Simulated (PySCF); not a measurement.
Si(H)(Cl)(Br)(NH2) (BrClH3NSi), SMILES N[SiH](Cl)Br. Atoms are numbered in the order given.

```xyz
7

Si     0.3249    -0.6462     0.5226
N      1.9972    -0.8202     0.2168
Cl    -0.9024    -1.9235    -0.5751
Br    -0.2319     1.4430    -0.0260
H      0.0419    -0.9057     1.9486
H      2.4900    -1.6439     0.5515
H      2.3987    -0.4671    -0.6470
```
Charge 0, spin multiplicity 1.

Geometry optimised at B3LYP-D3(BJ)/def2-SVP. This is a generated structure with no PubChem entry under its InChIKey; it may be hypothetical. One conformer was computed; it need not be the lowest.

Computed with PySCF 2.14.0 with TDDFT-LC-ωPBE/def2-SVPD.

Vertical excitations. Gas-phase values at a fixed geometry.

### Question
List the lowest excited states. (The exact figures need the calculation; the answer reports its results.)

### Answer

```
state  energy (eV)  λ (nm)      f                                                                  main pairs
-----  -----------  ------  -----  --------------------------------------------------------------------------
S1            7.25     171  0.014                                                              HOMO→LUMO 57 %
S2            7.39     168  0.016                                          HOMO−1→LUMO 61 %, HOMO−2→LUMO 10 %
S3            7.63     163  0.028                                        HOMO→LUMO+1 57 %, HOMO−2→LUMO+1 18 %
S4            7.90     157  0.028                         HOMO−2→LUMO 42 %, HOMO→LUMO 10 %, HOMO−2→LUMO+4 8 %
S5            8.37     148  0.035  HOMO−3→LUMO 43 %, HOMO−3→LUMO+2 11 %, HOMO−3→LUMO+1 9 %, HOMO−3→LUMO+4 8 %
S6            8.44     147  0.075       HOMO→LUMO+2 33 %, HOMO−4→LUMO 12 %, HOMO→LUMO+5 10 %, HOMO−3→LUMO 7 %
S7            8.71     142  0.022  HOMO−2→LUMO+1 18 %, HOMO−1→LUMO+1 17 %, HOMO→LUMO+1 13 %, HOMO→LUMO+10 5 %
S8            8.83     140  0.037                   HOMO−1→LUMO+2 32 %, HOMO−1→LUMO+1 16 %, HOMO−2→LUMO+1 5 %
S9            8.86     140  0.081  HOMO−2→LUMO+2 18 %, HOMO−3→LUMO+1 13 %, HOMO−4→LUMO 7 %, HOMO−2→LUMO+1 6 %
S10           8.90     139  0.049      HOMO−4→LUMO 14 %, HOMO→LUMO+2 10 %, HOMO→LUMO+5 8 %, HOMO−3→LUMO+1 8 %
T1            6.71     185      0                          HOMO→LUMO 42 %, HOMO−2→LUMO 13 %, HOMO−1→LUMO 12 %
T2            6.83     181      0                                          HOMO−1→LUMO 51 %, HOMO−2→LUMO 14 %
T3            7.13     174      0                                        HOMO→LUMO+1 47 %, HOMO−2→LUMO+1 12 %
T4            7.57     164      0        HOMO−2→LUMO 25 %, HOMO−3→LUMO 12 %, HOMO→LUMO 9 %, HOMO−2→LUMO+1 6 %
```
Triplets are in the Tamm–Dancoff approximation, which puts them higher than full response would, so one can lie above its singlet here.
